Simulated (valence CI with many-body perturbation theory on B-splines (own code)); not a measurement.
Energy levels of Pd⁵⁺

Calculated by configuration interaction combined with many-body perturbation theory (CI+MBPT): five valence electrons over a frozen Dirac-Fock core [Kr], radial functions for each j: 7 s, 7 p, 8 d, 6 f, 4 g, 1 h, with the one-electron correlation potential Σ1, the two-electron term Σ2, the three-electron term Σ3, Breit, model QED; selected CI, second order for the rest, scaled by the run's own slope (own B-spline code, finite nucleus).

No measured levels were compared; by estimate terms of the open shell hold to 2 to 4 % of their energy, and close levels can change places; different configurations can be misplaced against each other by 1,000 to 8,000 cm⁻¹. Among the levels kept, up to 2400 cm⁻¹ of a level comes from second order outside the variational space, and about a tenth of that is noise between levels of different J, which matters for small intervals. The list stops below the first excitations out of the core.

Levels 91 to 135 of 211, with energies above the lowest level, 4d5 6S_5/2. "Leading %" is the weight of the configuration and term that name the level; weights of strongly mixed levels are sums over their largest components and can fall short. In the jj column 3d3/2^4 stands for four electrons in 3d with j = 3/2. Lifetimes count E1, E2, E3, M1 and M2 decay at the calculated energies, and are blank where another channel may lead or the interval is too uncertain; long ones can be off by a factor of two.

```
No.  Configuration  Term     J  E (cm⁻¹)  Leading %                    Leading jj  Lifetime
 91         4d4.5s    4P   1/2    242810         94       4d3/2 4d5/2^3 5s (41 %)   21.2 μs
 92         4d4.5s    2P   3/2    247100         91       4d3/2 4d5/2^3 5s (47 %)   17.2 μs
 93         4d4.5s    2F   7/2    247110         70     4d3/2^2 4d5/2^2 5s (63 %)   17.4 μs
 94         4d4.5s    2F   5/2    248050         95       4d3/2 4d5/2^3 5s (55 %)   15.6 μs
 95         4d4.5s    2G   9/2    249320         95       4d3/2 4d5/2^3 5s (66 %)   20.1 μs
 96         4d4.5s    2G   7/2    250060         70       4d3/2 4d5/2^3 5s (78 %)   18.6 μs
 97         4d4.5s    2P   1/2    250550         95       4d3/2 4d5/2^3 5s (50 %)   16.9 μs
 98         4d4.5p   6F°   1/2    257070         91  4d3/2^2 4d5/2^2 5p1/2 (36 %)    939 ps
 99         4d4.5p   6F°   3/2    258160         92    4d3/2^3 4d5/2 5p1/2 (46 %)    885 ps
100         4d4.5p   6F°   5/2    259770         90  4d3/2^2 4d5/2^2 5p1/2 (51 %)    815 ps
101         4d4.5p   4P°   1/2    259790         64    4d3/2^3 4d5/2 5p1/2 (50 %)    317 ps
102         4d4.5p   4P°   3/2    261760         42  4d3/2^2 4d5/2^2 5p1/2 (52 %)    153 ps
103         4d4.5p   6F°   7/2    261800         85  4d3/2^2 4d5/2^2 5p1/2 (37 %)    726 ps
104         4d4.5p   6P°   5/2    263340         65  4d3/2^2 4d5/2^2 5p1/2 (40 %)   98.3 ps
105         4d4.5p   6F°   9/2    264320         77  4d3/2^2 4d5/2^2 5p1/2 (26 %)    622 ps
106         4d4.5p   6P°   7/2    264610         87  4d3/2^2 4d5/2^2 5p1/2 (30 %)   84.6 ps
107         4d4.5p   6P°   3/2    265510         67  4d3/2^2 4d5/2^2 5p3/2 (34 %)    103 ps
108         4d4.5s    2D   5/2    267850         97     4d3/2^2 4d5/2^2 5s (54 %)   17.1 μs
109         4d4.5s    2D   3/2    267900         97     4d3/2^2 4d5/2^2 5s (54 %)   17.0 μs
110         4d4.5p   6D°   5/2    268000         51    4d3/2^3 4d5/2 5p3/2 (41 %)    199 ps
111         4d4.5p   6F°  11/2    268730         95    4d3/2 4d5/2^3 5p3/2 (39 %)    752 ps
112         4d4.5p   6D°   1/2    269690         66    4d3/2^3 4d5/2 5p3/2 (39 %)    277 ps
113         4d4.5p   6D°   7/2    269930         62  4d3/2^2 4d5/2^2 5p3/2 (53 %)    336 ps
114         4d4.5p   6D°   3/2    270310         36  4d3/2^2 4d5/2^2 5p3/2 (56 %)    180 ps
115         4d4.5p   6D°   9/2    270570         44  4d3/2^2 4d5/2^2 5p3/2 (35 %)    332 ps
116         4d4.5p   4F°   3/2    271180         67    4d3/2^3 4d5/2 5p3/2 (43 %)    159 ps
117         4d4.5p   4P°   5/2    271360         40  4d3/2^2 4d5/2^2 5p3/2 (35 %)    137 ps
118         4d4.5p   4F°   5/2    272500         45  4d3/2^2 4d5/2^2 5p3/2 (50 %)    167 ps
119         4d4.5p   4F°   7/2    273720         63  4d3/2^2 4d5/2^2 5p3/2 (42 %)    157 ps
120         4d4.5p   6D°   9/2    275780         45    4d3/2 4d5/2^3 5p3/2 (39 %)    193 ps
121         4d4.5p   4D°   1/2    277620         68          4d3/2^4 5p1/2 (39 %)    341 ps
122         4d4.5p   4H°   7/2    277950         76    4d3/2^3 4d5/2 5p1/2 (40 %)    332 ps
123         4d4.5p   4H°   9/2    278330         50    4d3/2^3 4d5/2 5p1/2 (41 %)    492 ps
124         4d4.5p   4D°   3/2    279750         81  4d3/2^2 4d5/2^2 5p3/2 (45 %)    139 ps
125         4d4.5p   4D°   1/2    280090         92    4d3/2^3 4d5/2 5p3/2 (30 %)    112 ps
126         4d4.5p   4H°  11/2    280160         57  4d3/2^2 4d5/2^2 5p1/2 (76 %)    475 ps
127         4d4.5p   4D°   5/2    281100         84  4d3/2^2 4d5/2^2 5p3/2 (38 %)    117 ps
128         4d4.5p   4G°   5/2    281740         68  4d3/2^2 4d5/2^2 5p1/2 (41 %)    320 ps
129         4d4.5p   4D°   7/2    281860         84  4d3/2^2 4d5/2^2 5p3/2 (34 %)    114 ps
130         4d4.5p   4H°   9/2    282040         32  4d3/2^2 4d5/2^2 5p1/2 (52 %)    224 ps
131         4d4.5p   2G°   7/2    282110         37  4d3/2^2 4d5/2^2 5p1/2 (48 %)    202 ps
132         4d4.5p   4D°   3/2    282180         78  4d3/2^2 4d5/2^2 5p1/2 (42 %)    212 ps
133         4d4.5p   4H°  13/2    282240         55  4d3/2^2 4d5/2^2 5p1/2 (53 %)    373 ps
134         4d4.5p   4G°   9/2    284030         31    4d3/2 4d5/2^3 5p1/2 (36 %)    213 ps
135         4d4.5p   4G°   7/2    284730         30    4d3/2 4d5/2^3 5p1/2 (35 %)    169 ps
```

Names give the largest LS component (configuration and term), which can be under half, so a name can repeat, a term be missing and a line seem to break the LS rules; names also repeat where a configuration has a term twice.

Where two levels of one J and parity lie close, their mixing, g and order are uncertain.
